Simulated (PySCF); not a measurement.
C2H10OSi2. Atoms are numbered in the order given.

```xyz
15

O     -2.9872    -0.7876    -0.0884
C     -1.7739    -0.0904    -0.2727
C     -0.8819    -0.0931     0.9690
Si     0.8102     0.7433     0.7429
Si     2.0165    -0.2605    -1.0102
H     -3.4695    -0.3593     0.6312
H     -1.2619    -0.5979    -1.1072
H     -1.9512     0.9541    -0.6046
H     -1.3970     0.4187     1.8034
H     -0.7169    -1.1348     1.2944
H      0.6280     2.1969     0.4411
H      1.5895     0.6318     2.0126
H      2.1219    -1.7331    -0.7791
H      1.3229    -0.0412    -2.3150
H      3.3941     0.3077    -1.1058
```

Geometry optimised at B3LYP-D3(BJ)/def2-SVP. One conformer was computed; it need not be the lowest.

Calculation: PySCF with HF/def2-TZVP.

ESP charges are fitted to the potential on shells at 1.4 to 2.0 van der Waals radii. Atomic charges (e):

```csv
atom,Löwdin,Mulliken,meta-Löwdin,ESP fit
O1,-0.07,-0.53,-0.57,-0.70
C2,-0.34,0.05,0.09,[?]
C3,-0.40,-0.37,-0.43,-0.27
Si4,0.22,0.24,0.51,[?]
Si5,0.17,0.11,0.35,0.19
H6,0.17,0.32,0.33,[?]
H7,0.12,0.10,0.09,[?]
H8,0.11,0.09,0.07,[?]
H9,0.13,0.09,0.09,0.07
H10,0.14,0.12,0.10,0.09
H11,-0.05,-0.05,-0.14,-0.10
H12,-0.04,-0.05,-0.13,-0.10
H13,-0.05,-0.04,-0.12,[?]
H14,-0.05,-0.05,-0.12,[?]
H15,-0.05,-0.05,-0.12,[?]
```

Q: What belongs in the gaps? (The exact figures need the calculation; the answer reports its results.)

A: 
- C2, ESP fit: 0.32
- Si4, ESP fit: 0.26
- H6, ESP fit: 0.42
- H7, ESP fit: 0.06
- H8, ESP fit: -0.02
- H13, ESP fit: -0.07
- H14, ESP fit: -0.09
- H15, ESP fit: -0.07

Q: Give the Mayer and Wiberg (Löwdin basis) orders of the bonds. (Estimate from the structure and the level; the computed values follow.)

A: 
```json
[
 {"bond": "O1–C2", "Mayer": "0.93", "Wiberg": "1.57"},
 {"bond": "C2–C3", "Mayer": "0.99", "Wiberg": "1.27"},
 {"bond": "C3–Si4", "Mayer": "0.95", "Wiberg": "1.12"},
 {"bond": "Si4–Si5", "Mayer": "0.97", "Wiberg": "1.11"},
 {"bond": "O1–H6", "Mayer": "0.89", "Wiberg": "1.02"},
 {"bond": "C2–H7", "Mayer": "0.98", "Wiberg": "0.88"},
 {"bond": "C2–H8", "Mayer": "0.99", "Wiberg": "0.89"},
 {"bond": "C3–H9", "Mayer": "0.96", "Wiberg": "0.85"},
 {"bond": "C3–H10", "Mayer": "0.96", "Wiberg": "0.85"},
 {"bond": "Si4–H11", "Mayer": "0.96", "Wiberg": "0.93"},
 {"bond": "Si4–H12", "Mayer": "0.97", "Wiberg": "0.93"},
 {"bond": "Si5–H13", "Mayer": "0.96", "Wiberg": "0.97"},
 {"bond": "Si5–H14", "Mayer": "0.96", "Wiberg": "0.96"},
 {"bond": "Si5–H15", "Mayer": "0.97", "Wiberg": "0.97"}
]
```
